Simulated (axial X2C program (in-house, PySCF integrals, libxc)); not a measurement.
## SiI⁺: cheaper levels and CCSD(T), with spin–orbit coupling

Computed with an in-house all-electron X2C program for linear molecules (integrals from PySCF). Two-component (2c) means X2C with spin–orbit coupling and atomic mean-field two-electron Coulomb and Gaunt terms. Basis: I dyall-cv3z [11s12p8d4f1g], Si dyall-v3z [8s7p2d1f] (cores contracted in-house); Gaussian nuclei, density fitting, unrestricted open shells. Masses: I 126.904 u, Si 27.977 u.

State: Ω = 0 (closed shell); fragments I + Si+.

```
level  Re (Å)  ωe (cm⁻¹)  De (eV)
 PBE0   2.327      449.5     4.01
   HF   2.324      459.7     2.33
  MP2   2.324      463.6     3.87
 CCSD   2.328      456.9     3.59
 BLYP   2.373      408.8     3.93
```

Correlated methods: 10 electrons correlated (number of frozen shells: I 4 s, 3 p, 2 d; Si 2 s, 1 p), 218 virtual spin orbitals or spinors in MP2, 90 natural virtuals in coupled cluster.

CCSD(T), same Hamiltonian and basis:

Re = 2.337 Å, ωe = 447.8 cm⁻¹, De = 3.80 eV; T1 = 0.025 (Lee–Taylor normalisation).

Give the differences from CCSD(T) in the columns below.



```json
{"level": "PBE0", "ΔRe (Å)": "-0.010", "Δωe (cm⁻¹)": "2", "ΔDe (eV)": "0.21"}
{"level": "HF", "ΔRe (Å)": "-0.013", "Δωe (cm⁻¹)": "12", "ΔDe (eV)": "-1.47"}
{"level": "MP2", "ΔRe (Å)": "-0.013", "Δωe (cm⁻¹)": "16", "ΔDe (eV)": "0.07"}
{"level": "CCSD", "ΔRe (Å)": "-0.009", "Δωe (cm⁻¹)": "9", "ΔDe (eV)": "-0.21"}
{"level": "BLYP", "ΔRe (Å)": "0.036", "Δωe (cm⁻¹)": "-39", "ΔDe (eV)": "0.13"}
```

Occupations by symmetry block were frozen at the best pattern of an incomplete PBE0 search. The closed shell is kept restricted, so the energy runs too high when the bond is stretched far. De is counted from the lowest determinant-based energies of the atoms at the same level, without counterpoise correction. CCSD and (T) use frozen natural virtuals with an MP2 correction for the truncation; (T) itself is uncorrected, so its De runs slightly low. In 2c an atomic determinant is not the ground J level, so De misses part of the atomic spin–orbit lowering. This holds for PBE0, MP2, CCSD, BLYP, CCSD(T). Without a current term, density functionals place determinants with orbital angular momentum somewhat too high. The T1 diagnostic is large, a sign of multireference character.
